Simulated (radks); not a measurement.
Task: The mean radii <r> (bohr) of the occupied orbitals of an atom or ion are listed with their occupations. Method: non-relativistic Kohn-Sham, OLYP, spin-polarised, spherical densities, point nucleus; computed with a radial shooting solver on a logarithmic mesh with Libxc functionals.

| orbital | occ. | <r> |
|---|---|---|
| 1s up | 1 | 0.5775 |
| 1s down | 1 | 0.5822 |
| 2s up | 1 | 3.779 |

Name the element and its charge. Open shells, if any, are filled with parallel spins first.

Result: Z = 3, lithium, charge 0: Li in [He] 2s1. The 1s radius gives Z: for a bare nucleus <r> = 1.5/Z, 0.5 bohr for Z = 3, and screening makes it slightly larger (0.5775 here). The occupations add up to 3, and the charge is Z minus that.
